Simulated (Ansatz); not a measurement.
CH₆OSiTe (`C[Te][SiH2]O`), relaxed with RKS PBE-D4/def2-SVP in Ansatz 0.2.0 from a rough embedded geometry. The force threshold is 0.03 eV/Å; the program also tests the step.

The species carries charge 0 and has multiplicity 1. Te: def2 effective core potential.

Start:

```xyz
10

C     1.571   -0.976    0.268
Te    0.770   -0.507   -1.653
Si   -1.212    0.415   -0.533
O    -0.797    1.802    0.520
H     0.967   -1.685    0.814
H     1.781   -0.040    0.841
H     2.606   -1.444    0.106
H    -1.873   -0.572    0.324
H    -2.199    0.943   -1.572
H    -1.616    2.064    0.884
```

```csv
step,energy (eV),largest force (eV/Å),largest move (Å)
1,-18340.7357,3.599,0.000
2,-18340.8720,1.793,0.195
3,-18340.9322,1.649,0.194
4,-18341.0395,1.009,0.188
5,-18341.0654,0.257,0.200
6,-18341.0712,0.213,0.118
7,-18341.0796,0.092,0.162
8,-18341.0796,0.090,0.002
9,-18341.0807,0.110,0.037
10,-18341.0820,0.112,0.041
11,-18341.0828,0.066,0.021
12,-18341.0833,0.049,0.018
13,-18341.0844,0.029,0.047
14,-18341.0849,0.035,0.068
15,-18341.0851,0.022,0.013
```

End:

```xyz
10

C     1.587   -0.923    0.317
Te    0.631   -0.721   -1.646
Si   -1.314    0.469   -0.617
O    -0.727    1.726    0.348
H     1.134   -1.762    0.876
H     1.452    0.037    0.849
H     2.662   -1.114    0.141
H    -2.146   -0.443    0.256
H    -2.155    0.969   -1.760
H    -1.124    1.761    1.236
```

Run time 31 s (4 threads of an Arm Neoverse N1 on a shared host); peak host memory 0.15 GiB.
